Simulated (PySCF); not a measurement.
C4H6F2, SMILES F[C@H]1C[C@@H](F)C1.

Geometry optimised at PBE0-D3(BJ)/def2-SVP. The structure was generated by enumeration; whether it is a known compound was not checked.

Calculation: PBE/def2-TZVP run with PySCF.

The molecule is in vacuum.

```json
{
  "total_energy": "-355.43824 hartree",
  "point_group": "C2v",
  "highest_occupied_level": "-7.34 eV",
  "lowest_empty_level": "0.18 eV",
  "orbital_gap": "7.52 eV",
  "dipole_moment": "1.61 D",
  "quadrupole, principal values (traceless, Buckingham form, about the centre of nuclear charge)": "-9.41, 4.53, 4.89 D·Å",
  "mean_static_polarisability": "47.8 bohr³ (7.09 Å³)",
  "polarisability_principal_values": "44.8, 49.2, 49.5 bohr³"
}
```
